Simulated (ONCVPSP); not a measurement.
# An all-electron radial function and its pseudo partner (Ir)

Columns: radius, all-electron u(r) and pseudo u(r) of the 5s shell (level -97.99 eV) of iridium in the configuration [Kr] 4d10 4f14 5s2 5p6 5d7 6s2; PBE, scalar-relativistic, ONCV scheme, ONCVPSP 4.0.1.

```json
{"r (bohr)": "0.093", "all-electron": "0.1364", "pseudo": "0.0733"}
{"r (bohr)": "0.185", "all-electron": "0.2559", "pseudo": "0.1636"}
{"r (bohr)": "0.278", "all-electron": "-0.5033", "pseudo": "0.2829"}
{"r (bohr)": "0.370", "all-electron": "-0.6292", "pseudo": "0.4276"}
{"r (bohr)": "0.463", "all-electron": "-0.2127", "pseudo": "0.5916"}
{"r (bohr)": "0.555", "all-electron": "0.3312", "pseudo": "0.7577"}
{"r (bohr)": "0.648", "all-electron": "0.7822", "pseudo": "0.9140"}
{"r (bohr)": "0.740", "all-electron": "1.0633", "pseudo": "1.0401"}
{"r (bohr)": "0.833", "all-electron": "1.1925", "pseudo": "1.1219"}
{"r (bohr)": "0.925", "all-electron": "1.2058", "pseudo": "1.1457"}
{"r (bohr)": "1.018", "all-electron": "1.1430", "pseudo": "1.1099"}
{"r (bohr)": "1.110", "all-electron": "1.0385", "pseudo": "1.0258"}
{"r (bohr)": "1.203", "all-electron": "0.9137", "pseudo": "0.9106"}
{"r (bohr)": "1.295", "all-electron": "0.7871", "pseudo": "0.7866"}
{"r (bohr)": "1.388", "all-electron": "0.6654", "pseudo": "0.6652"}
{"r (bohr)": "1.480", "all-electron": "0.5561", "pseudo": "0.5560"}
{"r (bohr)": "1.573", "all-electron": "0.4591", "pseudo": "0.4590"}
{"r (bohr)": "1.665", "all-electron": "0.3766", "pseudo": "0.3765"}
{"r (bohr)": "1.758", "all-electron": "0.3062", "pseudo": "0.3062"}
{"r (bohr)": "1.850", "all-electron": "0.2483", "pseudo": "0.2482"}
{"r (bohr)": "1.943", "all-electron": "0.1999", "pseudo": "0.1998"}
{"r (bohr)": "2.035", "all-electron": "0.1607", "pseudo": "0.1607"}
{"r (bohr)": "2.128", "all-electron": "0.1285", "pseudo": "0.1285"}
{"r (bohr)": "2.220", "all-electron": "0.1027", "pseudo": "0.1027"}
{"r (bohr)": "2.313", "all-electron": "0.0817", "pseudo": "0.0817"}
{"r (bohr)": "2.405", "all-electron": "0.0651", "pseudo": "0.0651"}
```

Problem. How many radial nodes do the two functions have?

Solution. The all-electron 5s function has n − l − 1 = 4 (the table is too coarse to show those close to the nucleus); the pseudo-wave has 0, since the states of the same l below it are removed with the core.

Problem. At about which radius was the pseudo-wave matched?

Solution. 1.50 bohr. The columns agree to 0.0005 from 1.39 bohr on; several derivatives are matched, so the curves merge somewhat inside the radius.

Problem. Is the pseudo-wave norm-conserving?

Solution. Yes: the ONCV scheme keeps the norm inside the radius equal to the all-electron one, which fixes the energy derivative of the logarithmic derivative at the level.
